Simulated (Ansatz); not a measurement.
A structure relaxed at PBE0-D4/def2-TZVP, charge 0, multiplicity 1:

Cartesian coordinates in Å:
```
S -0.8350 -0.2820 2.2609
Hf -0.0002 -0.0007 0.0001
S -0.7391 -1.8145 -1.4323
S 2.4203 0.0485 0.1624
S -0.8467 2.0460 -0.9909
H -1.8279 0.5983 2.0220
H -1.0092 -2.5784 -0.3546
H 2.5277 -0.6970 -0.9559
H 0.3102 2.6798 -0.7118
```

**Question.** Give its formula and SMILES.

**Answer.** H4HfS4, `[SH][Hf]([SH])([SH])[SH]`.

**Question.** Point group (tolerance 0.08 Å, 0.16 Å for H)?

**Answer.** S4.

**Question.** Summarise the bond lengths by kind.

**Answer.** 4 × Hf–S 2.426 Å; 4 × H–S 1.348 Å.

Computed with Ansatz.
